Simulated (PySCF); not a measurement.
SbF, CCSD(T): how much the basis matters

PySCF, UHF reference; triplet, unpaired electrons π ↑↑; De to Sb + F without counterpoise correction. Frozen cores follow the default of each basis and core potential.

| basis | relativity | functions | Re (Å) | ωe (cm⁻¹) | De (eV) | frozen orbitals |
| --- | --- | --- | --- | --- | --- | --- |
| cc-pVDZ-PP/cc-pVDZ | scalar-relativistic core potentials | 37 | 1.961 | 614 | 3.16 | 5 |
| def2-SVP | scalar-relativistic core potentials | 40 | 1.956 | 617 | 3.29 | 5 |
| x2c-SVPall | spin-free X2C | 50 | 1.953 | 618 | 3.32 | 19 |
| def2-SVPD | scalar-relativistic core potentials | 55 | 1.978 | 582 | 3.78 | 5 |
| def2-TZVPP | scalar-relativistic core potentials | 81 | 1.919 | 619 | 3.85 | 5 |
| def2-TZVPPD | scalar-relativistic core potentials | 96 | 1.925 | 606 | 3.94 | 5 |

How does each smaller set differ from the one with most functions, def2-TZVPPD?

cc-pVDZ-PP/cc-pVDZ: +3.6 pm, +1.3 % in ωe, -0.78 eV in De; def2-SVP: +3.1 pm, +1.8 % in ωe, -0.65 eV in De; x2c-SVPall: +2.8 pm, +2.0 % in ωe, -0.62 eV in De; def2-SVPD: +5.3 pm, -4.0 % in ωe, -0.16 eV in De; def2-TZVPP: -0.6 pm, +2.1 % in ωe, -0.09 eV in De. All at CCSD(T); the set with most functions is neither the basis-set limit nor always the best. The rows treat relativity differently, so the differences are not basis effects alone.

Correlated steps freeze the inner cores (5 to 19 orbitals); shallow outer-core shells are correlated. Correlated levels converge slowly with the basis: in double zeta they bind strong bonds too weakly, by up to about 1 eV, and carry superposition errors of some tenths. Spin–orbit coupling is left out, which matters for elements this heavy, above all for dissociation energies. The state is the lowest determinant that a PBE0 search found; another state may lie lower at other levels.
